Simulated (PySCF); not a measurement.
Au(Me)2(acac) (C₇H₁₃AuO₂), SMILES C1(C)=[O]->[Au]([O]C(C)=C1)([CH3])[CH3], multiplicity 1.

Geometry optimised at B3LYP-D3(BJ)/def2-SVP. The multiplicity is an assumed one; no other spin state was optimised. The isomer is the one that the SMILES or the coordinates give; other isomers of the formula were not compared. The def2 effective core potentials stand for the cores of Au; spin–orbit coupling is left out. One conformer was computed; it need not be the lowest.

Computed with CAM-B3LYP/def2-SVP (PySCF).

Symmetry labels are those of the subgroup C2v that the program uses (full group C2v).

Computed valence orbital energies around the gap with their symmetry:
| orbital | symmetry | energy (eV) |
|---|---|---|
| HOMO−7 | B2 | -11.57 |
| HOMO−6 | A1 | -10.77 |
| HOMO−5 | B1 | -10.51 |
| HOMO−4 | A2 | -10.32 |
| HOMO−3 | A1 | -9.75 |
| HOMO−2 | A1 | -9.18 |
| HOMO−1 | B2 | -8.75 |
| HOMO | B1 | -7.77 |
| LUMO | A2 | 0.06 |
| LUMO+1 | B2 | 0.40 |
| LUMO+2 | B1 | 1.75 |
| LUMO+3 | A1 | 2.10 |
